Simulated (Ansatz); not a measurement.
Geometry optimisation, RKS PBE/def2-SVP (Ansatz).

The input (input.yaml):

```yaml
crystal:
  periodic: [false, false, false]
  atoms:
    - { symbol: Ge, position_ang: [0.0, 0.0, 0.0] }
    - { symbol: O, position_ang: [0.0, 0.0, 1.77] }
    - { symbol: H, position_ang: [-0.9095, -0.2814, 2.1071] }
    - { symbol: Cl, position_ang: [2.0935, 0.0, -0.7393] }
    - { symbol: F, position_ang: [-0.7913, 1.3709, -0.5594] }
    - { symbol: H, position_ang: [-0.73, -1.2648, -0.5162] }
basis:
  gaussian: { orbitals: def2-SVP }
hamiltonian:
  xc: pbe
relax:
  f_tol: 0.02
  max_steps: 40
```

Command:

```bash
$ ansatz run input.yaml --threads 1 --pin off --max-ram 2048MiB --backend cpu --events-out ev --progress --plain --runs-dir out
```

Q: Where does it end, and by what steps?

A: The forces met the threshold. After 26 steps the energy has fallen by 0.281 eV; H3 moved furthest, 1.00 Å.

```tsv
step	energy less start (eV)	largest force component (eV/Å)	accepted
0	0.0000	2.333	yes
1	-0.1397	1.012	yes
2	-0.1753	0.251	yes
3	-0.1787	0.265	yes
4	-0.1835	0.205	yes
5	-0.1846	0.267	yes
6	-0.1872	0.248	yes
7	-0.1865	0.612	no
8	-0.1898	0.078	yes
9	-0.1940	0.133	yes
10	-0.1616	1.390	no
11	-0.1981	0.212	yes
12	-0.2042	0.197	yes
13	-0.2159	0.198	yes
14	-0.1660	1.978	no
15	-0.2272	0.164	yes
16	-0.2398	0.140	yes
17	-0.2571	0.177	yes
18	-0.2710	0.218	yes
19	-0.2757	0.337	yes
20	-0.2807	0.037	yes
21	-0.2026	1.403	no
22	-0.2808	0.039	yes
23	-0.2810	0.049	yes
24	-0.2811	0.035	yes
25	-0.2811	0.042	yes
26	-0.2812	0.004	yes
```

```xyz
6
Properties=species:S:1:pos:R:3
Ge -0.131 -0.169 -0.049
O -0.479 -0.416 1.670
H -0.102 0.295 2.223
Cl 1.972 0.227 -0.362
F -0.957 1.276 -0.590
H -0.641 -1.389 -0.829
```

Run time: 41 s on 1 thread of Intel(R) Xeon(R) 6975P-C (Granite Rapids), on a shared host, peak memory 0.16 GiB.
